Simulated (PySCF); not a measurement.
Ligands exchanged one at a time, Si C2H5-I. Isolated molecules, 0 K electronic values unless said otherwise. One relaxed conformer stands for each flexible species; it need not be the lowest. Strings in code marks are SMILES.

The numbers are results of PBE-D3(BJ)/def2-TZVP // B3LYP-D3(BJ)/def2-SVP (PySCF), not measurements. All candidates: neutral, multiplicity 1. Excitations are Tamm–Dancoff values on a coarser integration grid. The basis has no diffuse functions, so Rydberg states are missing or too high.

The HOMO is -6.39 eV and the HOMO–LUMO gap is 6.52 eV. The S1 excitation (TDA) is 6.55 eV.

Q: Say which member has these values.
A) `CC[Si](CC)(CC)CC`
B) `CC[Si](I)(CC)CC`
C) `I[Si](I)(I)I`
D) `CC[Si](I)(I)CC` (C–C–Si–I torsion -59°, I–Si–C–C torsion 59°)

A: A, `CC[Si](CC)(CC)CC`. The others give `I[Si](I)(I)I`: -6.59 eV, 3.04 eV, 3.15 eV; `CC[Si](I)(I)CC` (C–C–Si–I torsion -59°, I–Si–C–C torsion 59°): -6.24 eV, 4.44 eV, 4.75 eV; `CC[Si](I)(CC)CC`: -6.04 eV, 5.29 eV, 5.49 eV
